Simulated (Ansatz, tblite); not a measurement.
Forces on In9As8H24⁻ at its PBE-D4/def2-SVP geometry. Total charge -1; singlet.

In the def2 sets In takes a core potential; there is no spin–orbit coupling. The xTB rows come from tblite. Single mean-field runs in def2-SVP are fitted with def2-universal-jkfit.

GFN2-xTB (tblite), largest force 0.74 eV/Å:

```xyz
41
positions Å, forces eV/Å
As   -3.507   -0.258    2.734   -0.076    0.116   -0.174
As   -2.352   -0.252   -1.805   -0.060    0.044   -0.113
As    3.650    2.558    0.462    0.090    0.187    0.001
As    1.735    1.031   -2.668    0.380    0.291   -0.074
As   -0.268    1.871    1.112   -0.204    0.504    0.417
As   -1.437   -3.387    0.838   -0.351   -0.065    0.086
As    2.331   -1.511    0.288    0.154   -0.020    0.299
As    0.178   -2.934   -3.031   -0.007   -0.017   -0.043
In   -2.776    2.282    2.017    0.201   -0.609    0.151
In    1.534    3.820    1.636    0.012   -0.458   -0.123
In   -0.559    1.794   -1.496   -0.252   -0.012    0.054
In   -3.944   -2.748    1.603    0.732    0.012    0.064
In   -2.232   -2.977   -1.604   -0.176   -0.212    0.643
In    3.981    2.513   -2.220   -0.230   -0.133    0.200
In    3.895    0.208    1.629    0.156   -0.007   -0.505
In    2.378   -1.515   -2.375   -0.049   -0.150   -0.330
In    0.693   -0.361    2.090   -0.312   -0.007   -0.331
H    -2.723   -0.508    4.024   -0.329    0.092   -0.180
H    -4.832    0.025    3.459    0.358   -0.072    0.025
H    -3.159    0.072   -3.066   -0.054    0.059    0.274
H    -3.455    0.154   -0.827    0.109   -0.025   -0.312
H     4.920    3.235    0.994   -0.056   -0.042   -0.036
H     1.451    1.144   -4.171   -0.047   -0.047   -0.039
H    -1.822   -4.884    0.749    0.043    0.048   -0.016
H     2.706   -2.891    0.834    0.011   -0.003   -0.005
H     0.026   -2.698   -4.541    0.158   -0.256    0.125
H     0.692   -4.370   -3.180   -0.063    0.250   -0.220
H    -3.787    2.654    0.631   -0.007    0.137    0.072
H    -2.743    3.223    3.495   -0.086    0.122   -0.146
H     1.131    5.203    0.641    0.031    0.015    0.157
H     1.863    3.860    3.354   -0.029    0.158   -0.075
H    -1.229    3.190   -2.309   -0.012    0.133   -0.070
H    -5.027   -2.302    0.278   -0.111   -0.025    0.096
H    -4.543   -3.715    2.945   -0.169    0.062   -0.161
H    -3.384   -3.700   -2.704   -0.129   -0.042   -0.247
H     3.728    4.124   -2.850    0.146   -0.099   -0.045
H     5.335    1.484   -2.641    0.018    0.110   -0.072
H     5.295   -0.326    2.517    0.073   -0.020    0.120
H     2.392    0.370    2.874    0.077    0.168    0.437
H     3.835   -2.160   -3.090    0.161   -0.045   -0.055
H     0.028   -1.316    3.378   -0.101   -0.142    0.151
```

r2SCAN-D4/def2-SVP (Ansatz), largest force 0.40 eV/Å:

```
As -0.124 0.036 0.344
As -0.311 0.110 -0.058
As 0.224 0.059 0.085
As -0.025 -0.024 -0.234
As -0.022 -0.020 -0.005
As -0.288 -0.232 -0.144
As 0.125 -0.156 0.107
As 0.094 -0.207 -0.281
In -0.008 0.034 0.003
In -0.009 0.018 -0.005
In -0.009 0.054 0.000
In -0.008 -0.007 0.040
In 0.021 0.005 -0.015
In -0.003 0.012 0.002
In -0.087 0.007 0.061
In 0.016 0.016 0.031
In 0.054 0.012 0.052
H -0.138 0.038 -0.231
H 0.243 -0.055 -0.147
H 0.146 -0.060 0.211
H 0.193 -0.065 -0.167
H -0.217 -0.107 -0.090
H 0.043 -0.011 0.253
H 0.066 0.239 0.024
H -0.072 0.241 -0.092
H 0.019 -0.037 0.274
H -0.089 0.256 0.037
H 0.090 -0.022 0.139
H -0.009 -0.097 -0.149
H 0.037 -0.131 0.109
H -0.029 0.006 -0.154
H 0.057 -0.125 0.073
H 0.090 -0.048 0.103
H 0.053 0.086 -0.132
H 0.104 0.063 0.114
H 0.030 -0.149 0.051
H -0.110 0.095 0.035
H -0.117 0.048 -0.085
H 0.032 -0.033 -0.087
H -0.136 0.053 0.055
H 0.074 0.096 -0.126
```

PBE0-D4/def2-SVP (Ansatz), largest force 0.43 eV/Å:

```
As -0.118 0.042 0.359
As -0.308 0.127 -0.035
As 0.208 0.013 0.092
As -0.044 -0.051 -0.202
As -0.002 -0.068 -0.039
As -0.338 -0.189 -0.187
As 0.102 -0.114 0.131
As 0.123 -0.189 -0.277
In 0.030 -0.011 -0.015
In -0.015 -0.033 -0.034
In 0.024 -0.008 0.028
In 0.050 0.026 0.037
In 0.069 0.059 0.004
In -0.054 -0.010 0.045
In -0.133 0.010 -0.004
In -0.042 0.051 0.075
In 0.066 0.027 -0.026
H -0.121 0.032 -0.243
H 0.242 -0.054 -0.162
H 0.169 -0.067 0.210
H 0.207 -0.073 -0.157
H -0.231 -0.107 -0.095
H 0.045 -0.013 0.271
H 0.084 0.238 0.029
H -0.080 0.260 -0.100
H 0.006 -0.022 0.296
H -0.092 0.262 0.056
H 0.085 -0.023 0.129
H -0.011 -0.096 -0.143
H 0.036 -0.124 0.105
H -0.024 0.004 -0.146
H 0.059 -0.136 0.076
H 0.092 -0.047 0.090
H 0.052 0.086 -0.129
H 0.116 0.068 0.122
H 0.030 -0.142 0.047
H -0.106 0.089 0.034
H -0.122 0.051 -0.093
H 0.027 -0.023 -0.070
H -0.148 0.057 0.059
H 0.064 0.098 -0.137
```
